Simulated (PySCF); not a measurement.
## Excitation energy of Sb by level of theory

Sb [Kr] 4d10 5s2 5p3 (4S) → Sb [Kr] 4d10 5s2 5p2 6s1, s spin flipped, as a difference of total energies. Computed with PySCF 2.14 in aug-cc-pVQZ-PP with one added diffuse shell each of s, p, d, f, g type with ECP28MDF (8s8p6d4f3g, 117 functions), with scalar relativity through the core potential. Correlated levels: valence: 4s2 4p6 4d10 frozen. The calculations carry no spin-orbit coupling.

```csv
method,excitation energy (eV)
UHF,5.728
LDA,5.775
PBE,5.701
PBE0,5.842
r2SCAN,5.929
wB97X-V,5.764
M06,5.332
B3LYP,5.644
MP2 (valence),5.973
SCS-MP2 (valence),5.845
```

Problem. How much does correlation contribute at MP2 (valence)?

Solution. 5.973 − (5.728) = 0.245 eV, measured against UHF.

The upper determinant mixes two multiplicities, so it lies between the two terms.

The promoted electron is Rydberg-like, and one or two diffuse shells describe it only roughly, which tends to raise the upper state.
